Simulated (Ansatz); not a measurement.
C2H5B, SMILES `BC=C` (charge 0, multiplicity 1).

Cartesian coordinates (Å):
SMILES: BC=C
```xyz
8

B     -0.0830     0.8380    -0.9768
C     -0.1411     0.2769     0.4508
C      0.1659    -1.0034     0.7065
H     -0.3447     1.9767    -1.2149
H      0.2341     0.1122    -1.8703
H     -0.4294     0.9025     1.2925
H      0.1407    -1.4274     1.7056
H      0.4575    -1.6755    -0.0935
```
Charge 0, multiplicity 1.

Frozen-core energies in 6-31g from Ansatz (a program for electronic structure) at a geometry from B3LYP-D3(BJ)/def2-TZVP; the HF reference has <S^2> = 0.00 (restricted, and unstable towards unrestricted orbitals) and the T1 diagnostic is 0.010.

```csv
level,energy (Ha),difference from CCSDT(Q) (mHa)
HF,-103.25126,268.72
MP2,-103.47663,43.35
CCSD,-103.51143,8.55
CCSD(T),-103.51891,1.07
CCSDT,-103.51952,0.46
CCSDT(Q),-103.51998,0.00
```
